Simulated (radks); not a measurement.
Results of a calculation; reference values are marked as such.
Sc I, 21 electrons, occupied as [Ar] 3d1 4s2 (the NIST ground configuration). Level of theory: Dirac Kohn-Sham, B86b exchange with PBE correlation, spin-unpolarised, spherical densities, finite nucleus; open shells fill j = l - 1/2 first; Fermi nuclear charge, rms radius 3.5459 fm (a radial shooting solver on a logarithmic mesh with Libxc functionals).

Normalised radial functions P(r) = r R(r) (large component), r in bohr:

| r | 3p1/2 | 3p3/2 |
|---|---|---|
| 0.00977 | 0.0097 | 0.0087 |
| 0.01293 | 0.0161 | 0.0148 |
| 0.01724 | 0.0269 | 0.0251 |
| 0.02281 | 0.0437 | 0.0414 |
| 0.03019 | 0.0701 | 0.0671 |
| 0.03994 | 0.1099 | 0.1061 |
| 0.05327 | 0.1690 | 0.1644 |
| 0.07048 | 0.2463 | 0.2410 |
| 0.09326 | 0.3396 | 0.3341 |
| 0.1234 | 0.4340 | 0.4292 |
| 0.1646 | 0.4992 | 0.4964 |
| 0.2178 | 0.4819 | 0.4827 |
| 0.2881 | 0.3335 | 0.3389 |
| 0.3812 | 0.0324 | 0.0422 |
| 0.5084 | -0.3875 | -0.3755 |
| 0.6727 | -0.7755 | -0.7652 |
| 0.8901 | -0.9864 | -0.9813 |
| 1.178 | -0.9302 | -0.9312 |
| 1.558 | -0.6696 | -0.6746 |
| 2.078 | -0.3576 | -0.3630 |
| 2.75 | -0.1424 | -0.1458 |
| 3.639 | -0.0393 | -0.0407 |
| 4.814 | -0.0067 | -0.0071 |
| 6.421 | -0.0006 | -0.0006 |
| 8.496 | 0.0000 | 0.0000 |
| 11.24 | 0.0000 | 0.0000 |
| 14.87 | 0.0000 | 0.0000 |

3p1/2: eigenvalue -33.972 eV, 1 radial node at r = 0.391 bohr, <r> = 1.16 bohr, 90 % of the charge inside 1.79 bohr. 3p3/2: eigenvalue -33.462 eV, 1 radial node at r = 0.394 bohr, <r> = 1.17 bohr, 90 % of the charge inside 1.81 bohr.
